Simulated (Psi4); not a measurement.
Pair of molecules: CH4 (SMILES C) (first 5 atoms) with CO (SMILES [C-]#[O+]); geometry from B3LYP-D3(BJ)/def2-TZVP, rigid monomers moved along the line of their centres of mass till C1···C6 is 4.98 Å.
(charge 0, multiplicity 1):
```tsv
atom	x (Å)	y (Å)	z (Å)
C	0.0636	-0.0836	0.1079
H	0.1202	-0.1787	-0.9756
H	0.6775	-0.8541	0.5725
H	0.4268	0.8991	0.4055
H	-0.9706	-0.1999	0.4289
C	0.1488	-0.1327	5.0832
O	-0.5829	0.7216	5.0936
```

Level of theory: SAPT0/jun-cc-pV(D+d)Z run with Psi4.

Task: Give the four SAPT terms and the total, and say what mostly holds the pair together.

Result: electrostatics -0.7, exchange 0.2, induction 0.0, dispersion -3.0, total -3.5 meV; the largest attraction is dispersion.
